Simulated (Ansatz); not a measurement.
Reaction (ligand exchange at the Si–C bond): `FCOC[SiH3]` + `OB(O)[SiH3]` → `OB([SiH3])O[SiH3]` + `COCF`

Program: Ansatz. Geometries: PBE0-D4/def2-TZVP. ΔE: electronic, gas phase. CBS: MP2 limit from def2 TZ/QZ plus the TZ coupled-cluster correction, frozen cores. DFT in def2-TZVPP. B3LYP here is the variant with VWN-RPA as its local correlation; programs differ in this. Each species was taken in one conformer, which may not be the lowest.

```tsv
level	ΔE (kJ/mol)	difference from CCSD(T)/CBS
PBE-D4	-105.5	16.2
r2SCAN-D4	-118.5	3.2
PBE0-D4	-113.2	8.5
B3LYP-D4	-121.8	-0.1
ωB97X-V	-119.3	2.4
ωB97M-V	-118.2	3.5
B2PLYP	-123.8	-2.1
PBE	-105.2	16.5
r2SCAN	-118.3	3.4
PBE0	-112.7	9.0
B3LYP	-121.3	0.4
HF/def2-TZVPP	-142.5	-20.8
MP2/def2-TZVPP	-124.7	-3.0
SCS-MP2/def2-TZVPP	-128.0	-6.3
CCSD/def2-TZVPP	-124.3	-2.6
CCSD(T)/def2-TZVPP	-121.5	0.2
HF/def2-QZVPP	-144.2	-22.5
MP2/def2-QZVPP	-125.4	-3.7
SCS-MP2/def2-QZVPP	-128.7	-7.0
HF/CBS(def2)	-144.4	-22.7
MP2/CBS(def2)	-125.0	-3.3
CCSD/CBS(def2)	-124.5	-2.8
CCSD(T)/CBS	-121.7	0
```

Largest T1 diagnostic among the species: 0.014.

In def2-TZVPP, CCSD(T) changes the Hartree–Fock value by +21.0 kJ/mol (the triples alone add +2.8 kJ/mol) and MP2 by +17.8 kJ/mol. From PBE to PBE0 (25 % exact exchange), in def2-TZVPP and without D4, ΔE moves by −7.5 kJ/mol.
